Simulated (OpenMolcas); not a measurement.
**Pt2+ in a point-charge field**

Pt2+ among 6 point charges of -1.7 e arranged as a tetragonal octahedron (D4h), 2.02 Å from the ion, with the axial distance 2.161 Å.
```
   2.0200    0.0000    0.0000  -1.70
   0.0000    2.0200    0.0000  -1.70
  -2.0200    0.0000    0.0000  -1.70
   0.0000   -2.0200    0.0000  -1.70
   0.0000    0.0000    2.1614  -1.70
   0.0000    0.0000   -2.1614  -1.70
```

| Quantity | Value |
| --- | --- |
| Program | OpenMolcas |
| Method | CASSCF |
| Basis | ANO-RCC-VDZP [7s6p4d2f] |
| Scalar Hamiltonian | DKH2, point nucleus |
| Active space | 8 electrons in 5 orbitals (5d) |
| State averaging | 2S+1 = 3 even, 10 roots; 2S+1 = 1 even, 15 roots |
| Spin-orbit coupling | state interaction with AMFI integrals over the reference wave functions |

The lowest spin-free states (labels of D4, the rotations of D4h), above the lowest:

```tsv
State	Degeneracy	E (cm-1)	Free-ion L (%)
3B1	1	0.0	F (100)
3E	2	9415	F (99)
3B2	1	11073	F (100)
1B1	1	12796	D (71)
1A1	1	13068	D (60)
3A2	1	14592	F (66)
3E	2	17302	F (90)
1E	2	22340	D (71)
1B2	1	22811	D (80)
1A2	1	24052	G (100)
1A1	1	24138	G (83)
3A2	1	26679	P (66)
3E	2	27129	P (88)
1E	2	29237	G (91)
1A1	1	33600	G (72)
1E	2	34490	G (80)
1B1	1	35946	G (71)
1B2	1	36306	G (80)
1A1	1	57057	S (92)
```

The lowest levels with spin-orbit coupling:

```json
{"E (cm-1)": "0.0", "Degeneracy": "1", "Label": "B2", "2S+1": "3", "g": ""}
{"E (cm-1)": "29.0", "Degeneracy": "2", "Label": "E", "2S+1": "3", "g": "0.00 0.00 5.88"}
{"E (cm-1)": "6662", "Degeneracy": "1", "Label": "A1", "2S+1": "3 (85 %)", "g": ""}
{"E (cm-1)": "7527", "Degeneracy": "1", "Label": "B1", "2S+1": "3 (72 %)", "g": ""}
{"E (cm-1)": "8246", "Degeneracy": "1", "Label": "A2", "2S+1": "3", "g": ""}
{"E (cm-1)": "9867", "Degeneracy": "2", "Label": "E", "2S+1": "3", "g": "0.00 0.00 0.43"}
{"E (cm-1)": "10599", "Degeneracy": "1", "Label": "A1", "2S+1": "3 (65 %)", "g": ""}
{"E (cm-1)": "13145", "Degeneracy": "1", "Label": "B1", "2S+1": "3 (60 %)", "g": ""}
{"E (cm-1)": "13921", "Degeneracy": "2", "Label": "E", "2S+1": "3 (86 %)", "g": "0.00 0.00 1.10"}
{"E (cm-1)": "14133", "Degeneracy": "1", "Label": "A1", "2S+1": "3 (74 %)", "g": ""}
{"E (cm-1)": "14838", "Degeneracy": "1", "Label": "B2", "2S+1": "3 (85 %)", "g": ""}
{"E (cm-1)": "16297", "Degeneracy": "1", "Label": "B1", "2S+1": "3", "g": ""}
{"E (cm-1)": "18756", "Degeneracy": "2", "Label": "E", "2S+1": "3", "g": "0.00 0.00 1.26"}
{"E (cm-1)": "21076", "Degeneracy": "1", "Label": "A2", "2S+1": "3", "g": ""}
{"E (cm-1)": "21739", "Degeneracy": "1", "Label": "B2", "2S+1": "3 (56 %)", "g": ""}
{"E (cm-1)": "22277", "Degeneracy": "2", "Label": "E", "2S+1": "3 (55 %)", "g": "0.00 0.00 1.06"}
{"E (cm-1)": "23684", "Degeneracy": "2", "Label": "E", "2S+1": "3", "g": "0.00 0.00 1.44"}
{"E (cm-1)": "23758", "Degeneracy": "1", "Label": "B2", "2S+1": "3", "g": ""}
{"E (cm-1)": "25735", "Degeneracy": "1", "Label": "A1", "2S+1": "1 (61 %)", "g": ""}
{"E (cm-1)": "28554", "Degeneracy": "1", "Label": "B1", "2S+1": "3 (59 %)", "g": ""}
```

Powder χT (cm3 K/mol): 0.216 at 2 K, 1.06 at 10 K, 2.15 at 50 K, 2.22 at 100 K, 2.26 at 200 K, 2.28 at 300 K. The effective moment at 300 K is 2.828 √(χT) = 4.27 μB.

The lowest level has 2S+1 = 3, for which the spin-only value is χT = S(S+1) / 2 = 1.000 cm3 K/mol (g = 2). The computed 2.282 at 300 K differs by +1.282, through orbital momentum, spin-orbit coupling and any other state in reach.

Without dynamic correlation the repulsion within the d shell is too large (B by tens of per cent), so at a given field states of lower spin stand too high. Real 4d8 and 5d8 ions are as a rule square planar and diamagnetic. Point charges give a weaker field than real ligands, and real ions of this kind are as a rule low spin; the high spin found here belongs to the model. This is an electrostatic model: the charges have no orbitals. No measured value stands beside these numbers.

With an even number of electrons the g values are those of a degenerate or nearly degenerate non-Kramers pair.
